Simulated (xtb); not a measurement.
C8H5N5, SMILES C1C2=NC=NC3N2C(N=CC=3)=NC=1. All values are semi-empirical tight-binding results from xtb (GFN2-xTB unless named), good for trends rather than for accurate numbers. Geometry optimised at GFN2-xTB.

Optimised geometry:

```xyz
18

C      0.0000     2.2808    -1.3946
C      0.0000     2.3724    -0.0168
C      0.0000     1.1855     0.7199
N      0.0000     1.1773     2.0556
C      0.0000     0.0000     2.6441
N      0.0000    -1.1773     2.0556
C      0.0000    -1.1855     0.7199
C      0.0000    -2.3724    -0.0168
C      0.0000    -2.2808    -1.3946
N      0.0000    -1.1397    -2.0582
C      0.0000     0.0000    -1.3905
N      0.0000     1.1397    -2.0582
N      0.0000     0.0000     0.0120
H      0.0000     3.1691    -2.0119
H      0.0000     3.3074     0.5131
H      0.0000     0.0000     3.7264
H      0.0000    -3.3074     0.5131
H      0.0000    -3.1691    -2.0119
```

Computed properties:
```
Item                                            Result
--------------------------------------  --------------
point group as xtb finds it                        C2v
orbital gap                                    2.03 eV
dipole moment                                   1.20 D
zero-point energy                        77.5 kcal/mol
G − E(el) at 298.15 K (modified RRHO)    56.6 kcal/mol
static polarisability (D4 model)           116.4 bohr³
solvation energy, GFN2-xTB/ALPB(water)   -8.7 kcal/mol
solvation energy, GFN2-xTB/ALPB(thf)    -10.7 kcal/mol
```

Problem. Give the IR lines (harmonic; lines under 4 % of the strongest left out, lines within 3 cm⁻¹ merged). (Estimate from the structure and the level; the computed values follow.)

Solution. ν (cm⁻¹): 767 (w), 817 (w), 850 (w), 1091 (w), 1274 (w), 1455 (w), 1483 (w), 1550 (w), 1575 (vs), 1596 (vs) (against the strongest line: vs over 80 %, s over 45 %, m over 15 %, w over 4 %, vw less)

Computed atomic charges and the Wiberg bond orders between heavy atoms:
charges (e) C1 0.08, C2 -0.08, C3 0.18, N4 -0.28, C5 0.17, N6 -0.28, C7 0.18, C8 -0.08, C9 0.08, N10 -0.24, C11 0.23, N12 -0.24, N13 -0.03, H14 0.07, H15 0.07, H16 0.06, H17 0.07, H18 0.07. Bond orders C1–C2 1.44, C2–C3 1.31, C3–N4 1.30, N4–C5 1.43, C5–N6 1.43, N6–C7 1.30, C7–C8 1.31, C8–C9 1.44, C9–N10 1.42, N10–C11 1.34, C1–N12 1.42, C11–N12 1.34, C3–N13 1.15, C7–N13 1.15, C11–N13 1.08.
